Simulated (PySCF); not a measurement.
**`C#CC1([C@@H]2C[C@H]2[S-])CC1`, [C8H9S]-, charge -1**

Molfile (atoms numbered from 1):
```
C8H9S
     RDKit          3D

 18 19  0  0  0  0  0  0  0  0999 V2000
    1.7951    1.8929   -1.5907 C   0  0  0  0  0  0  0  0  0  0  0  0
    1.2525    1.0197   -0.9716 C   0  0  0  0  0  0  0  0  0  0  0  0
    0.5733   -0.0043   -0.2374 C   0  0  0  0  0  0  0  0  0  0  0  0
   -0.9199    0.1684   -0.2409 C   0  0  2  0  0  0  0  0  0  0  0  0
   -1.6093    0.8904    0.8877 C   0  0  0  0  0  0  0  0  0  0  0  0
   -1.8492   -0.5829    0.6822 C   0  0  1  0  0  0  0  0  0  0  0  0
   -3.3904   -1.2124    0.0987 S   0  0  0  0  0  0  0  0  0  0  0  0
    1.3003   -0.5692    0.9571 C   0  0  0  0  0  0  0  0  0  0  0  0
    1.1702   -1.3933   -0.2843 C   0  0  0  0  0  0  0  0  0  0  0  0
    2.2563    2.6608   -2.1370 H   0  0  0  0  0  0  0  0  0  0  0  0
   -1.3144    0.3656   -1.2338 H   0  0  0  0  0  0  0  0  0  0  0  0
   -1.0011    1.2103    1.7274 H   0  0  0  0  0  0  0  0  0  0  0  0
   -2.4045    1.5779    0.6347 H   0  0  0  0  0  0  0  0  0  0  0  0
   -1.3788   -1.2414    1.4136 H   0  0  0  0  0  0  0  0  0  0  0  0
    0.7159   -0.8455    1.8217 H   0  0  0  0  0  0  0  0  0  0  0  0
    2.2714   -0.1556    1.1979 H   0  0  0  0  0  0  0  0  0  0  0  0
    0.4711   -2.2157   -0.2758 H   0  0  0  0  0  0  0  0  0  0  0  0
    2.0526   -1.5593   -0.8878 H   0  0  0  0  0  0  0  0  0  0  0  0
  1  2  3  0
  2  3  1  0
  3  4  1  0
  4  5  1  0
  5  6  1  0
  6  7  1  0
  3  8  1  0
  8  9  1  0
  9  3  1  0
  6  4  1  0
  1 10  1  0
  4 11  1  6
  5 12  1  0
  5 13  1  0
  6 14  1  1
  8 15  1  0
  8 16  1  0
  9 17  1  0
  9 18  1  0
M  CHG  1   7  -1
M  END
```

Method: PySCF, TDDFT wB97X-D/def2-SVPD circular dichroism and optical rotation, one conformer, gas phase. Geometry: GFN2-xTB.

The molecule is flexible and this is one conformer; a measurement averages over conformers. For a gas-phase anion, states above the detachment energy (about 1.9 eV, taken as minus the energy of the highest occupied orbital) lie in the continuum and depend on the basis.

Draw the ECD and absorption spectra from the lowest 8 states, each a Gaussian of half-width 0.3 eV at 1/e height.


```csv
E (eV),λ (nm),Δε (L mol⁻¹ cm⁻¹),ε (L mol⁻¹ cm⁻¹)
3.63,342,+0.20,62.1
3.73,332,+0.54,193
3.83,324,+1.14,508
3.93,316,+1.98,1140
4.03,308,+2.92,2230
4.13,300,+3.94,3760
4.23,293,+5.19,5530
4.33,286,+6.54,7070
4.43,280,+7.14,7880
4.53,274,+6.02,7670
4.63,268,+3.23,6570
```
Δε uses R in velocity form, ε uses f in length form. Only the states computed contribute, so the short-wavelength end is incomplete.
